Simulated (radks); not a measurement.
Species: the praseodymium ion Pr5+. Configuration: [Kr] 4d9.75 5s2 5p6 4f0.25 (fractional occupations, a model configuration). All-electron calculation, Dirac Kohn-Sham, HCTH/407, spin-unpolarised, spherical densities, finite nucleus; open shells fill j = l - 1/2 first; Fermi nuclear charge, rms radius 4.8919 fm. Program: a radial shooting solver on a logarithmic mesh with Libxc functionals.

X-ray form factor f0, the Fourier transform of the density (f0(0) = 54):

sin(theta)/lambda (1/angstrom),f0 (electrons)
0.05,53.433
0.1,51.828
0.15,49.433
0.2,46.577
0.25,43.576
0.3,40.671
0.4,35.610
0.5,31.597
0.6,28.313
0.8,23.067
1,19.321
1.25,16.273
1.5,14.054
2,10.219
